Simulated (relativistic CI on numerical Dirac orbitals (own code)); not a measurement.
Ligand-field terms of d3

Computed with a parametric ligand-field model of a d^n configuration (Racah B and C, spin-orbit zeta, crystal field), exact diagonalisation.

Field parameters in Wybourne normalisation: D3d B²₀ = −7Dσ, B⁴₀ = −14Dq − 21Dτ, B⁴₃ = −14√(10/7) Dq; Td as Oh with Dq negative (B⁴₀ = 21Dq, B⁴₄ = √(5/14) B⁴₀). The field is a parameter set, without covalency.

Task: Ground term and bands for B = 680, C = 3060, ζ = 0 cm⁻¹, Td, 10Dq = -1450 cm⁻¹?

Result: Ground term 4T1 with 1.84 electrons in the two orbitals of the cubic e set. Spin-allowed: 4T2 1190 cm⁻¹, 4A2 2640 cm⁻¹, 4T1 11131 cm⁻¹ (898 nm). Lowest spin-forbidden: 2E 11920 cm⁻¹ (839 nm), 2T2 12410 cm⁻¹ (806 nm), 2T1 12572 cm⁻¹ (795 nm).

Task: Ground term and bands for B = 970, C = 4200, ζ = 0 cm⁻¹, D3d, 10Dq = 8400, Dσ = 1200, Dτ = 140 cm⁻¹?

Result: Ground term 4A2 with 0.01 electrons in the two orbitals of the cubic e set. Spin-allowed: 4A1 7636 cm⁻¹ (1310 nm), 4E 9467 cm⁻¹ (1056 nm), 4A2 14792 cm⁻¹ (676 nm), 4E 15394 cm⁻¹ (650 nm). Lowest spin-forbidden: 2E 17822 cm⁻¹ (561 nm), 2A2 19411 cm⁻¹ (515 nm), 2E 20137 cm⁻¹ (497 nm).

Task: Ground term and bands for B = 410, C = 1500, ζ = 0 cm⁻¹, D3d, 10Dq = 10550, Dσ = -1200, Dτ = -310 cm⁻¹?

Result: Ground term 4A2 with 0.01 electrons in the two orbitals of the cubic e set. Spin-allowed: 4E 7226 cm⁻¹ (1384 nm), 4A1 11353 cm⁻¹ (881 nm), 4E 13885 cm⁻¹ (720 nm), 4A2 14780 cm⁻¹ (677 nm). Lowest spin-forbidden: 2E 4219 cm⁻¹ (2370 nm), 2E 7500 cm⁻¹ (1333 nm), 2A2 8057 cm⁻¹ (1241 nm).

Task: Ground term and bands for B = 580, C = 2200, ζ = 0 cm⁻¹, D3d, 10Dq = 18300, Dσ = -1200, Dτ = -210 cm⁻¹?

Result: Ground term 4A2 with 0.00 electrons in the two orbitals of the cubic e set. Spin-allowed: 4E 15958 cm⁻¹ (627 nm), 4A1 19263 cm⁻¹ (519 nm), 4E 23852 cm⁻¹ (419 nm), 4A2 24614 cm⁻¹ (406 nm). Lowest spin-forbidden: 2E 8873 cm⁻¹ (1127 nm), 2E 11062 cm⁻¹ (904 nm), 2A2 11681 cm⁻¹ (856 nm).

Task: A d3 ion in Td symmetry has the ground term 4T1 and bands at 4T2 2020 cm⁻¹, 4A2 4470 cm⁻¹ (2237 nm), 4T1 16139 cm⁻¹ (620 nm), 2E 17925 cm⁻¹ (558 nm), 2T2 18909 cm⁻¹ (529 nm), 2T1 19119 cm⁻¹ (523 nm). Which parameters reproduce them?

Result: B = 970, C = 4730, ζ = 0 cm⁻¹, Td, 10Dq = -2450 cm⁻¹.
